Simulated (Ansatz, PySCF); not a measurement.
Complex: GeH4 (SMILES [GeH4]) (first 5 atoms) with CH2F2 (SMILES FCF); geometry from B3LYP-D3(BJ)/def2-TZVP.
(charge 0, multiplicity 1):
| atom | x (Å) | y (Å) | z (Å) |
|---|---|---|---|
| Ge | -0.7001 | 0.5347 | 0.3469 |
| H | -0.8604 | 0.6186 | -1.1801 |
| H | -0.3754 | -0.9192 | 0.7270 |
| H | -2.0131 | 0.9564 | 1.0199 |
| H | 0.4431 | 1.4518 | 0.7963 |
| F | -0.3055 | 0.0779 | 3.6913 |
| C | 0.5873 | -0.9501 | 3.7714 |
| F | 1.7884 | -0.5137 | 3.3031 |
| H | 0.2379 | -1.7645 | 3.1356 |
| H | 0.6997 | -1.2314 | 4.8195 |

Basis-set superposition error: the interaction energy with monomers in their own basis, and in the dimer's basis (counterpoise).

Run with Ansatz (an electronic-structure program); PySCF for 6-31G* rows. Each number belongs to the level named beside it.

| level | uncorrected (kcal/mol) | counterpoise (kcal/mol) | difference |
|---|---|---|---|
| BLYP/def2-TZVPPD | 0.70 | 0.82 | 0.12 |
| B3LYP/def2-TZVPPD | 0.21 | 0.32 | 0.12 |
| PBE0/def2-TZVPPD | -0.41 | -0.30 | 0.11 |
| BHLYP/def2-TZVPPD | -0.27 | -0.16 | 0.12 |
| CAM-B3LYP/def2-TZVPPD | -0.42 | -0.30 | 0.12 |
| B2PLYP/def2-TZVPPD | -0.47 | -0.27 | 0.20 |
| MP2/6-31G* | -2.55 | -0.03 | 2.52 |
| SCS-MP2/aug-cc-pVDZ | -1.56 | -0.59 | 0.96 |
| CCSD/aug-cc-pVDZ | -1.71 | -0.79 | 0.92 |
| CCSD(T)/aug-cc-pVDZ | -1.97 | -0.98 | 0.99 |

The error is largest for MP2/6-31G* (2.52 kcal/mol) and smallest for PBE0/def2-TZVPPD (0.11 kcal/mol).
